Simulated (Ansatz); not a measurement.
C25H28O3S⁻, that is naphthyltetrahydrothiophenium benzoate with one electron more. The state is a doublet with charge -1. Geometry PBE-D4/def2-SVP, that of the neutral singlet; atoms count from 1.

Cartesian coordinates in Å:
```
C -1.101 4.291 5.686
C -0.746 3.657 4.342
C -1.616 4.164 3.187
C -1.295 3.523 1.846
O -1.585 2.129 1.936
C -1.310 1.324 0.882
C -0.779 1.766 -0.329
C -0.538 0.845 -1.377
C -0.812 -0.501 -1.215
S -0.586 -1.694 -2.544
C -0.117 -0.738 -4.055
C -1.381 -0.250 -4.750
C -2.430 -1.358 -4.588
C -2.441 -1.715 -3.104
C -1.322 -1.009 0.024
C -1.563 -2.393 0.262
C -2.094 -2.824 1.467
C -2.399 -1.894 2.494
C -2.145 -0.543 2.307
C -1.601 -0.071 1.080
H -0.985 5.395 5.659
H -2.154 4.079 5.966
H -0.456 3.908 6.501
H 0.324 3.853 4.102
H -0.842 2.552 4.404
H -1.497 5.264 3.073
H -2.691 3.990 3.415
H -0.219 3.665 1.590
H -1.899 3.979 1.028
H -0.541 2.824 -0.492
H -0.121 1.228 -2.317
H 0.617 0.023 -3.741
H 0.444 -1.492 -4.641
H -1.743 0.685 -4.273
H -1.171 -0.018 -5.815
H -2.138 -2.241 -5.196
H -3.434 -1.042 -4.940
H -2.825 -2.728 -2.879
H -2.992 -0.975 -2.494
H -1.251 -3.124 -0.498
H -2.258 -3.899 1.636
H -2.820 -2.247 3.447
H -2.357 0.188 3.099
O 1.253 -2.934 -0.585
C 2.007 -2.184 -1.235
O 1.639 -1.377 -2.179
C 3.495 -2.175 -0.922
C 3.985 -3.012 0.098
C 5.352 -3.025 0.409
C 6.243 -2.201 -0.301
C 5.759 -1.364 -1.321
C 4.391 -1.351 -1.629
H 3.256 -3.641 0.631
H 5.730 -3.681 1.208
H 7.317 -2.211 -0.058
H 6.457 -0.717 -1.877
H 3.985 -0.706 -2.422
```

Single mean-field runs in def2-SVP are fitted with def2-universal-jkfit. The highest occupied level of the charge -1 doublet lies above zero (up to 1.35 eV). Energy differences put its binding near zero (0.03 eV; vertical, against the charge 0 singlet, at PBE0-D4/def2-SVP), which leaves it undecided.

Problem. Estimate the Mulliken populations of the heavy atoms from the PBE0/def2-SVP orbitals of Ansatz.

Solution. 
| atom | charge (e) | spin (α − β) |
| --- | --- | --- |
| C1 | -0.07 | 0.00 |
| C2 | -0.12 | 0.00 |
| C3 | -0.06 | 0.00 |
| C4 | 0.17 | 0.00 |
| O5 | -0.37 | 0.02 |
| C6 | 0.16 | 0.31 |
| C7 | -0.14 | -0.10 |
| C8 | -0.04 | 0.22 |
| C9 | -0.11 | 0.21 |
| S10 | 0.16 | 0.00 |
| C11 | -0.07 | 0.00 |
| C12 | -0.05 | 0.00 |
| C13 | -0.08 | 0.00 |
| C14 | -0.11 | 0.03 |
| C15 | 0.08 | -0.07 |
| C16 | -0.08 | 0.21 |
| C17 | -0.04 | 0.03 |
| C18 | -0.04 | 0.06 |
| C19 | -0.09 | 0.21 |
| C20 | -0.02 | -0.10 |
| O44 | -0.35 | 0.00 |
| C45 | 0.30 | 0.00 |
| O46 | -0.48 | 0.00 |
| C47 | -0.11 | 0.00 |
| C48 | -0.01 | 0.00 |
| C49 | -0.03 | 0.00 |
| C50 | -0.03 | 0.00 |
| C51 | -0.03 | 0.00 |
| C52 | 0.00 | 0.00 |
Mulliken values depend strongly on the basis.

Problem. Where does the spin sit?

Solution. Summed by element: C 1.01, O 0.02, S 0.00, H -0.03, of 1 unpaired in all. Largest on single atoms: C6 0.31, C8 0.22, C16 0.21.

Problem. And the Mayer bond orders between heavy atoms (over 0.3)?

Solution. C1–C2 1.09 (1.53 Å); C2–C3 1.06 (1.53 Å); C3–C4 1.07 (1.52 Å); C4–O5 0.97 (1.43 Å); O5–C6 1.07 (1.35 Å); C6–C7 1.30 (1.39 Å); C6–C20 1.21 (1.44 Å); C7–C8 1.35 (1.42 Å); C8–C9 1.30 (1.38 Å); C9–S10 0.90 (1.80 Å); C9–C15 1.26 (1.43 Å); S10–C11 0.94 (1.85 Å); S10–C14 0.81 (1.94 Å); C11–C12 1.04 (1.52 Å); C12–C13 1.04 (1.53 Å); C13–C14 1.05 (1.53 Å); C15–C16 1.31 (1.42 Å); C15–C20 1.29 (1.44 Å); C16–C17 1.38 (1.39 Å); C17–C18 1.38 (1.42 Å); C18–C19 1.32 (1.39 Å); C19–C20 1.32 (1.42 Å); O44–C45 1.90 (1.25 Å); C45–O46 1.51 (1.30 Å); C45–C47 0.89 (1.52 Å); C47–C48 1.42 (1.41 Å); C47–C52 1.41 (1.41 Å); C48–C49 1.37 (1.40 Å); C49–C50 1.39 (1.41 Å); C50–C51 1.39 (1.41 Å); C51–C52 1.37 (1.40 Å).
